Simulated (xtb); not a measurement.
C3H6BFO2, SMILES FB(O)C(=C)OC. All values are semi-empirical tight-binding results from xtb (GFN2-xTB unless named), good for trends rather than for accurate numbers. The structure is a stationary point at GFN2-xTB. The structure was generated by enumeration, and PubChem lists no compound with its InChIKey, so it may never have been made. The values are those of a single conformer.

Optimised geometry:

```xyz
13

C     -0.7049     1.4890    -0.5608
C     -0.3097     0.2858    -0.1320
O     -1.1356    -0.7818     0.0812
C     -2.5107    -0.6127    -0.1692
B      1.2076    -0.0114     0.1758
O      2.1401     0.9253     0.0119
F      1.5933    -1.2181     0.6102
H      0.0332     2.2563    -0.6935
H     -1.7243     1.7477    -0.7856
H     -2.9741    -1.5708     0.0592
H     -2.9394     0.1638     0.4725
H     -2.6956    -0.3571    -1.2176
H      3.0377     0.6596     0.2215
```
Charge 0, spin multiplicity 1.

Estimate the properties. (The exact figures need the calculation; the answer reports its results.)


```yaml
point_group_as_xtb_finds_it: Cs
orbital_gap: 3.88 eV
dipole_moment: 1.40 D
zero_point_energy: 58.8 kcal/mol
G − E(el) at 298.15 K (modified RRHO): 38.5 kcal/mol
static polarisability (D4 model): 61.4 bohr³
solvation energy, GFN2-xTB/ALPB(water): -7.1 kcal/mol
solvation energy, GFN2-xTB/ALPB(chcl3): -6.6 kcal/mol
```

Computed IR lines (harmonic; lines under 4 % of the strongest left out, lines within 3 cm⁻¹ merged):
ν (cm⁻¹): 521 (w), 635 (m), 710 (w), 725 (w), 850 (w), 929 (m), 939 (w), 1155 (m), 1164 (w), 1269 (vs), 1333 (m), 1383 (w), 1642 (m), 2928 (w), 2943 (w), 3593 (w) (against the strongest line: vs over 80 %, s over 45 %, m over 15 %, w over 4 %, vw less)

Computed atomic charges and the Wiberg bond orders between heavy atoms:
charges (e) C1 -0.13, C2 0.05, O3 -0.27, C4 0.03, B5 0.47, O6 -0.44, F7 -0.30, H8 0.05, H9 0.05, H10 0.06, H11 0.04, H12 0.04, H13 0.33. Bond orders C1–C2 1.80, C2–O3 1.07, O3–C4 0.98, C2–B5 0.98, B5–O6 1.26, B5–F7 1.02.
